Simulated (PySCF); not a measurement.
Molecule: `O=C1CC=C1CCl`, C₅H₅ClO.

Bonds (- single, = double, # triple, : aromatic): O1=C2, C2-C3, C3-C4, C4=C5, C5-C6, C6-Cl7, C5-C2. C3 carries H8, H9; C4 carries H10; C6 carries H11, H12.

Frames of a GFN2-xTB Langevin trajectory at 400 K; GIAO PBE0/pcSseg-1 shieldings in PySCF 2.14, gas phase, non-relativistic; equivalent atoms averaged within each frame.

Referencing at the same level of theory: ¹⁷O (336.08 ppm) vs H2O; TMS for ¹³C (186.93 ppm), ¹H (31.72 ppm); ³⁵Cl (949.78 ppm) vs HCl. The references are static minima.

Task: How do the shifts (ppm) fluctuate along the trajectory?

Result: 
```
         time (fs)     O1     C2     C4     C5    C3    C6  Cl7   H10  H11/H12  H8/H9
optimised geometry  597.2  189.0  165.6  158.8  48.5  44.9   58  8.45     4.21   3.15
               250  603.4  189.9  178.5  162.2  46.9  44.8   49  9.44     4.80   3.48
               425  610.0  193.7  172.8  160.8  45.2  38.2   31  8.22     4.22   3.32
               625  578.9  189.5  148.9  170.0  58.6  53.6  113  7.61     5.01   3.71
               800  590.4  184.6  170.0  156.7  52.5  52.6  126  8.84     4.72   3.12
              1000  623.2  195.5  171.0  165.5  43.6  45.4   49  8.13     4.94   3.25
    mean of frames  601.2  190.6  168.3  163.1  49.4  46.9   74  8.45     4.74   3.38
standard deviation   17.2    4.2   11.3    5.0   6.1   6.3   43  0.71     0.31   0.23
```

5 frames give an uncertainty of the mean of about the standard deviation over 2.2 at best, since frames this close in time may not be independent; classical motion lacks zero-point vibration, and the reference would need the same averaging.
